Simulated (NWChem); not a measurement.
System meant: InHBrCl; SMILES [Cl][InH][Br]

Input file for NWChem:

```
start job
memory heap 200 mb stack 900 mb global 1100 mb
geometry units angstroms noautoz
  In    -0.582091    -0.478229     0.000000
  H     -2.248947    -0.832985     0.000000
  Cl     1.063302    -2.143790     0.000000
  Br     0.361468     1.809236     0.000000
end
basis spherical
  In library def2-svp
  H library def2-svp
  Cl library def2-svp
  Br library def2-svp
end
dft
  xc xpbe96 cpbe96
  iterations 150
  mulliken
end
task dft energy
```

End of the output:

```
             Grid Information
             ----------------
          Grid used for XC integration:  medium
          Radial quadrature: Mura-Knowles
          Angular quadrature: Lebedev.
          Tag              B.-S. Rad. Rad. Pts. Rad. Cut. Ang. Pts.
          ---              ---------- --------- --------- ---------
          In                  1.55      123           8.0       590
          H                   0.35       45          10.0       434
          Cl                  1.00       88          11.0       590
          Br                  1.15      112          10.0       590
          Grid pruning is: on
          Number of quadrature shells:   368
          Spatial weights used:  Erf1

          Convergence Information
          -----------------------
          Convergence aids based upon iterative change in
          total energy or number of iterations.
          Levelshifting, if invoked, occurs when the
          HOMO/LUMO gap drops below (HL_TOL):  1.00D-02
          DIIS, if invoked, will attempt to extrapolate
          using up to (NFOCK): 10 stored Fock matrices.

                    Damping( 0%)  Levelshifting(0.5)       DIIS
                  --------------- ------------------- ---------------
          dE  on:    start            ASAP                start
          dE off:    2 iters        150 iters           150 iters

      Screening Tolerance Information
      -------------------------------
          Density screening/tol_rho:  1.00D-10
          AO Gaussian exp screening on grid/accAOfunc:  14
          CD Gaussian exp screening on grid/accCDfunc:  20
          XC Gaussian exp screening on grid/accXCfunc:  20
          Schwarz screening/accCoul:  1.00D-08

      Superposition of Atomic Density Guess
      -------------------------------------

      charge =      49.0 In (Indium)

      symmetry species            s     p     d     f
      number of basis functions =10     7     6
      number of cont. functions = 4     4     2
      number of closed shells   = 5     3     2
      number of open shells     = 0     1     0
      open shell occupation     = 0     1     0
 ------------------------------------------------------------------------
 atomscf:atomd: error in atom scf                   0
 ------------------------------------------------------------------------
 ------------------------------------------------------------------------
  current input line :
    20: task dft energy
 ------------------------------------------------------------------------
 ------------------------------------------------------------------------
 This error has not yet been assigned to a category
 ------------------------------------------------------------------------
 For more information see the NWChem manual at https://nwchemgit.github.io

0:atomscf:atomd: error in atom scf:Received an Error in Communication
```

Q: What is wrong, and how is it mended?

A: The run crashed. Cause: the def2 basis of a heavy element holds valence functions alone and wants its effective core potential (without it all electrons must fit into that basis). This input runs:
```
start job
memory heap 200 mb stack 900 mb global 1100 mb
geometry units angstroms noautoz
  In    -0.582091    -0.478229     0.000000
  H     -2.248947    -0.832985     0.000000
  Cl     1.063302    -2.143790     0.000000
  Br     0.361468     1.809236     0.000000
end
basis spherical
  * library def2-svp
end
ecp
  In library def2-ecp
end
dft
  xc xpbe96 cpbe96
  iterations 150
  mulliken
end
task dft energy
```
It converges to -3224.14459 Ha (PBE/def2-SVP with def2 effective core potentials on In).
